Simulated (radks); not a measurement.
Species: Ne6+. Configuration: [He] 2s2 (the NIST ground configuration). Method: non-relativistic Kohn-Sham, LDA (Slater exchange, Perdew-Wang correlation), spin-polarised, spherical densities, point nucleus; computed with a radial shooting solver on a logarithmic mesh with Libxc functionals. Some entries of the table are withheld. Estimate them.

orbital  occ.  eigenvalue (hartree)  r(max) (bohr)
1s          2                   (1)         0.1032
2s          2              -7.03575         0.6029
2p          0              -6.39379            (2)
3s          0              -2.64983          1.641

Answer. 
(1) 1s eigenvalue (hartree): -38.03915
(2) 2p r(max) (bohr): 0.4966
